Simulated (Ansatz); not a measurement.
Total energies of Au₄⁻ from Ansatz at PBE-D4/def2-TZVPD, gas phase (1 Eh = 27.2114 eV = 2625.5 kJ/mol). The reference geometry is relaxed at PBE0-D4/def2-SVPD.

```xyz
4

Au   -0.805    0.996   -0.347
Au    2.439   -2.527    1.695
Au   -2.437    2.510   -1.715
Au    0.803   -0.980    0.367
```

```csv
state,geometry,energy (Eh)
charge -1 doublet,reference,-543.30583
charge 0 singlet,reference,-543.18244
charge -1 quartet,relaxed at PBE0-D4/def2-SVPD,-543.26693
```

In the def2 sets Au takes a core potential; there is no spin–orbit coupling.

**Question.** Work out the vertical ionisation energy to the singlet.

**Answer.** E(charge 0 singlet) − E(charge -1 doublet) = -543.18244 − (-543.30583) = 0.12339 Eh = 3.36 eV. For comparison, −ε of the highest occupied level of the spin that leaves is 1.37 eV at this level, 1.99 eV less.

**Question.** Which of the charge -1 states is lowest, and how far above it are the others?

**Answer.** The doublet. quartet: -543.26693 − (-543.30583) = 0.03890 Eh = 102.1 kJ/mol. The quartet differs in its bonds from the reference.

The structure comes from a short search, and lower isomers may exist.
